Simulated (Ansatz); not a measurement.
ClH4NO2Sn, SMILES `[NH2][Sn]([OH])([OH])[Cl]`, relaxed with RKS PBE0-D4/def2-TZVP in the Gaussian-basis code of Ansatz from a PBE-D4/def2-SVP geometry. The force threshold is 0.005 eV/Å; the program also tests the step.

The species carries charge 0 and has multiplicity 1. Sn takes the def2 core potential.

Start:

```xyz
9

N    -0.640    1.309   -1.132
Sn    0.063   -0.132    0.124
O    -1.543   -1.097    0.813
O     1.103    0.834    1.527
Cl    1.520   -1.831   -0.716
H     0.146    1.829   -1.546
H    -1.161    0.877   -1.908
H    -1.293   -2.028    0.981
H     1.804    0.239    1.858
```

Question: How much energy does the relaxation release, and in how many steps? (Best estimate.)

Answer: Ansatz gave: 3.07 kcal/mol, in 6 steps.

Question: Which bonds change most? (An estimate is asked.)

Answer: Ansatz gave: Sn2–O3 from 1.996 to 1.942 Å; Sn2–O4 from 1.996 to 1.942 Å; Sn2–Cl5 from 2.391 to 2.337 Å; N1–Sn2 from 2.037 to 1.985 Å.

Question: Give the relaxed structure. (Estimate.)

Answer: Computed: 
```xyz
9

N    -0.599    1.251   -1.129
Sn    0.069   -0.140    0.118
O    -1.493   -1.080    0.787
O     1.077    0.792    1.492
Cl    1.499   -1.802   -0.690
H     0.129    1.835   -1.519
H    -1.170    0.887   -1.881
H    -1.310   -2.004    0.979
H     1.798    0.261    1.842
```
